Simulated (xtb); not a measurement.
C4H5 (SMILES [C]1=CCC1), doublet, at a GFN2-xTB geometry; xtb 6.7.1 with GFN0-xTB.

The xtb input:
```
$ xtb mol.xyz --gfn 0 --uhf 1 --json

# file mol.xyz
9

C     -0.02205061    -0.68473402     0.84115130
C     -0.00826608     0.63490979     0.88350398
C      0.00201276    -0.84177276    -0.65304234
C      0.01874293     0.70825289    -0.63453241
H     -0.01290424     1.39550575     1.63691836
H     -0.88690102    -1.29361008    -1.08611356
H      0.89519009    -1.31321238    -1.05535354
H      0.92842902     1.14581919    -1.04347686
H     -0.86644785     1.16556213    -1.07445758
```

**Question.** Predict the main parts of the log of this xtb run.

**Answer.** 
```
   ID    Z sym.   atoms
    1    6 C      1-4
    2    1 H      5-9

           -------------------------------------------------
          |                Calculation Setup                |
           -------------------------------------------------

           -------------------------------------------------
          |                 G F N 0 - x T B                 |
           -------------------------------------------------

          ...................................................
          :                      SETUP                      :
          :.................................................:
          :  # basis functions                  26          :
          :  # atomic orbitals                  26          :
          :  # shells                           18          :
          :  # electrons                        21          :
          :  electronic temp.          300.0000000     K    :
          :  accuracy                    1.0000000          :
          :  -> integral cutoff          0.2500000E+02      :
          :  -> integral neglect         0.1000000E-07      :
          ...................................................

         :::::::::::::::::::::::::::::::::::::::::::::::::::::
         ::                     SUMMARY                     ::
         :::::::::::::::::::::::::::::::::::::::::::::::::::::
         :: total energy             -11.073459457890 Eh    ::
         :: gradient norm              0.025460214033 Eh/a0 ::
         :: HOMO-LUMO gap              3.235760723739 eV    ::
         ::.................................................::
         :: H0 energy                -11.253695191575 Eh    ::
         :: repulsion energy           0.189384487070 Eh    ::
         :: electrostat energy        -0.007345352734 Eh    ::
         :: -> Gsolv                   0.000000000000 Eh    ::
         ::    -> Gsasa                0.000000000000 Eh    ::
         ::    -> Gshift               0.000000000000 Eh    ::
         :: dispersion energy         -0.001803400651 Eh    ::
         :: short-range corr.          0.000000000000 Eh    ::
         :: add. restraining           0.000000000000 Eh    ::
         :: total charge              -0.000000000000 e     ::
         :::::::::::::::::::::::::::::::::::::::::::::::::::::

           -------------------------------------------------
          |                Property Printout                |
           -------------------------------------------------

    * Orbital Energies and Occupations

         #    Occupation            Energy/Eh            Energy/eV
      -------------------------------------------------------------
         1        2.0000           -0.6440863             -17.5265
         2        2.0000           -0.6098960             -16.5961
         3        2.0000           -0.6022018             -16.3867
         4        2.0000           -0.5762368             -15.6802
         5        2.0000           -0.5617208             -15.2852
         6        2.0000           -0.5246767             -14.2772
         7        2.0000           -0.5085957             -13.8396
         8        2.0000           -0.5022235             -13.6662
         9        2.0000           -0.4773059             -12.9882
        10        2.0000           -0.4347945             -11.8314
        11        1.0000           -0.3702189             -10.0742 (HOMO)
        12                         -0.2513068              -6.8384 (LUMO)
        13                         -0.1430715              -3.8932
        14                         -0.1323470              -3.6013
        15                         -0.1074598              -2.9241
        16                         -0.1010884              -2.7508
        17                         -0.0651233              -1.7721
        18                         -0.0256878              -0.6990
        19                         -0.0196184              -0.5338
        20                          0.1307015               3.5566
        21                          0.1960797               5.3356
        22                          0.2372829               6.4568
       ...                                ...                  ...
        26                          0.6624069              18.0250
      -------------------------------------------------------------
                  HL-Gap            0.1189120 Eh            3.2358 eV
             Fermi-level            0.0000000 Eh            0.0000 eV

     #   Z          covCN         q      C6AA      α(0)
     1   6 C        2.387    -0.093    32.623     9.279
     2   6 C        3.121    -0.111    32.245     9.273
     3   6 C        4.038    -0.083    24.635     7.139
     4   6 C        4.226    -0.063    24.220     7.077
     5   1 H        0.926     0.095     1.828     2.114
     6   1 H        0.925     0.069     2.101     2.266
     7   1 H        0.925     0.069     2.101     2.266
     8   1 H        0.925     0.059     2.213     2.327
     9   1 H        0.925     0.059     2.213     2.327

 Mol. C6AA /au·bohr⁶  :        810.459240
 Mol. C8AA /au·bohr⁸  :      19426.530897
 Mol. α(0) /au        :         44.067972

Wiberg/Mayer (AO) data.
largest (>0.10) Wiberg bond orders for each atom

 ---------------------------------------------------------------------------
     #   Z sym  total        # sym  WBO       # sym  WBO       # sym  WBO
 ---------------------------------------------------------------------------
     1   6 C    3.237 --     2 C    2.005     3 C    1.039     4 C    0.134
     2   6 C    3.972 --     1 C    2.005     5 H    0.971     4 C    0.933
     3   6 C    3.976 --     1 C    1.039     6 H    0.968     7 H    0.968
                             4 C    0.967
     4   6 C    3.961 --     3 C    0.967     9 H    0.965     8 H    0.965
                             2 C    0.933     1 C    0.134
     5   1 H    0.992 --     2 C    0.971
     6   1 H    0.990 --     3 C    0.968
     7   1 H    0.990 --     3 C    0.968
     8   1 H    0.986 --     4 C    0.965
     9   1 H    0.986 --     4 C    0.965
 ---------------------------------------------------------------------------

Topologies differ in total number of bonds
Writing topology from bond orders to xtbtopo.mol

 dipole moment from electron density (au)
     X       Y       Z
   0.0188   0.5416  -0.7444  total (Debye):    2.340

           -------------------------------------------------
          | TOTAL ENERGY              -11.073459457890 Eh   |
          | GRADIENT NORM               0.025460214033 Eh/α |
          | HOMO-LUMO GAP               3.235760723739 eV   |
           -------------------------------------------------

normal termination of xtb
```
